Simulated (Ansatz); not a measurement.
`C[N](C)[Ga]([Cl])[Cl]` + NH₃ → `[NH2][Ga]([Cl])[Cl]` + `CNC` at 298.15 K and 1 bar (ligand exchange at a Ga–N bond).

Gas-phase electronic energies from Ansatz, PBE0-D4/def2-TZVP geometries. CCSD(T)/CBS is the MP2 limit (def2-TZVPP, def2-QZVPP) plus CCSD(T) − MP2 in def2-TZVPP, frozen cores. This one scheme is used for every species. For Ga outer-core shells are correlated without core-valence functions, which leaves a few kJ/mol of doubt a bond. Scalar relativity is left out up to krypton. One conformer a species, not always the lowest.

```
                species  CCSD(T)/CBS energy (Eh)  H − E (kJ/mol)  S (J/(mol·K))
`C[N](C)[Ga]([Cl])[Cl]`              -2978.03927           249.3          397.1
                    NH₃                -56.50880           100.5          192.4
  `[NH2][Ga]([Cl])[Cl]`              -2899.54184            92.8          349.5
                  `CNC`               -135.00321           256.9          271.4
```

H − E and S are ideal-gas, rigid-rotor, harmonic terms from PBE0-D4/def2-TZVP, for one conformer and one mirror image of each species. 1 Eh = 2625.50 kJ/mol, R = 8.31446 J/(mol·K).

**Question.** By hand: ΔE, ΔH, ΔS and ΔG.

**Answer.** ΔE = (-2899.54184) + (-135.00321) − (-2978.03927) − (-56.50880) = 0.00302 Eh = 7.9 kJ/mol. Δ(H − E) = 92.8 + 256.9 − 249.3 − 100.5 = -0.1, so ΔH = 7.8 kJ/mol. ΔS = 349.5 + 271.4 − 397.1 − 192.4 = 31.4 J/(mol·K). ΔG = 7.8 − 298.15 × (31.4)/1000 = -1.6 kJ/mol.

**Question.** By hand: the equilibrium constant, and the temperature at which ΔG would vanish if ΔH and ΔS stayed fixed.

**Answer.** log₁₀ K = −ΔG/(RT ln 10) = 0.3. ΔG = 0 at ΔH/ΔS = 248 K, though so small a ΔH makes that figure unsure.

TΔS isn't small against ΔH here. The sign of ΔG lies within the doubt. A doubt of 5 kJ/mol in ΔE shifts log₁₀ K by 0.9 here. Other conformers and mirror images would add mixing entropy, several J/(mol·K) or more a flexible species. Modes under 60 cm⁻¹, often nearly free rotors, make the harmonic entropy too high. These are equilibria of isolated gas molecules and say nothing of rates. Largest T1 diagnostic: 0.012 (customary marks: 0.02 for closed shells, 0.045 for open ones).
